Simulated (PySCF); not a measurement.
## (H2Al-mu-NH2)3: 4 charge schemes on one density

(H2Al-mu-NH2)3.
Cartesian coordinates in Å at the PBE0-D3(BJ)/def2-SVP level; atoms count from 1:
```xyz
18
Al3H12N3 angstrom
Al     1.6846   -0.6728   -0.3722
H      2.3224    0.7046    0.1384
H      2.6005   -1.8908   -0.8510
N      0.4524   -0.1611   -1.8076
Al    -1.2758    0.5627   -1.2300
H     -2.1704   -0.7231   -0.8971
H     -1.7640    1.6775   -2.2652
N     -0.7929    1.4061    0.4676
Al    -0.4991    0.1551    1.9524
H     -1.9376   -0.3397    2.4385
H      0.5537    0.7673    2.9857
N      0.4217   -1.2867    0.9892
H      0.2688   -0.9658   -2.4128
H      0.9322    0.5115   -2.4111
H     -1.5473    2.0452    0.7331
H      0.0311    2.0049    0.3587
H      0.9336   -1.8510    1.6730
H     -0.2702   -1.9269    0.5881
```

Density: PBE0/pcSseg-1 (pcSseg-2 on Al) (PySCF); schemes: Mulliken, IAO, Hirshfeld and ESP-fitted. The structure is a single PBE0-D3(BJ)/def2-SVP conformer in the gas phase; no vibrational or solvent corrections.

**Question.** For which atoms does the sign change between the 4 schemes (beyond +0.03 e in one, beyond −0.03 e in another)?

**Answer.** For none.

**Question.** Which atoms carry the highest charge in the Mulliken, IAO, Hirshfeld and ESP-fitted schemes?

**Answer.** All schemes pick atoms of one kind: Mulliken Al1 and Al5 (+0.675); IAO Al1 and Al5 (+0.694); Hirshfeld Al1 (+0.394); ESP-fitted Al5 (+0.658).

**Question.** Give the atomic charges in each scheme.

**Answer.** In e:

| atom | environment | Mulliken | IAO | Hirshfeld | ESP-fitted |
| --- | --- | --- | --- | --- | --- |
| Al1 | aluminium bonded to 2 N and 2 H | +0.675 | +0.694 | +0.394 | +0.649 |
| H2 | hydrogen on Al1 | -0.209 | -0.231 | -0.185 | -0.282 |
| H3 | hydrogen on Al1 | -0.209 | -0.219 | -0.195 | -0.314 |
| N4 | nitrogen bonded to 2 Al and 2 H | -0.737 | -0.792 | -0.272 | -0.548 |
| Al5 | aluminium bonded to 2 N and 2 H | +0.675 | +0.694 | +0.393 | +0.658 |
| H6 | hydrogen on Al5 | -0.208 | -0.231 | -0.186 | -0.286 |
| H7 | hydrogen on Al5 | -0.210 | -0.219 | -0.195 | -0.318 |
| N8 | nitrogen bonded to 2 Al and 2 H | -0.737 | -0.795 | -0.269 | -0.566 |
| Al9 | aluminium bonded to 2 N and 2 H | +0.666 | +0.689 | +0.382 | +0.625 |
| H10 | hydrogen on Al9 | -0.201 | -0.220 | -0.193 | -0.295 |
| H11 | hydrogen on Al9 | -0.201 | -0.220 | -0.193 | -0.295 |
| N12 | nitrogen bonded to 2 Al and 2 H | -0.737 | -0.795 | -0.269 | -0.582 |
| H13 | hydrogen on N4 | +0.239 | +0.273 | +0.132 | +0.250 |
| H14 | hydrogen on N4 | +0.239 | +0.274 | +0.133 | +0.252 |
| H15 | hydrogen on N8 | +0.239 | +0.276 | +0.135 | +0.283 |
| H16 | hydrogen on N8 | +0.239 | +0.274 | +0.126 | +0.239 |
| H17 | hydrogen on N12 | +0.239 | +0.276 | +0.135 | +0.289 |
| H18 | hydrogen on N12 | +0.238 | +0.274 | +0.127 | +0.242 |

Mean size of the charges over all atoms: IAO 0.414 e, ESP-fitted 0.387 e, Mulliken 0.383 e, Hirshfeld 0.217 e. Each set sums to the total charge, 0, to within 0.001 e. The Mulliken scheme gives each basis function's population to the atom it is centred on and halves the overlap population of two atoms between them.

**Question.** Sum the charges by element.

**Answer.** 
```
element  atoms  Mulliken     IAO  Hirshfeld  ESP-fitted
     Al      3    +2.016  +2.076     +1.168      +1.932
      H     12    +0.195  +0.306     -0.357      -0.236
      N      3    -2.211  -2.383     -0.811      -1.696
```

**Question.** How many electrons does the Mulliken scheme count on Al9?

**Answer.** Z − q = 13 − (+0.666) = 12.334.
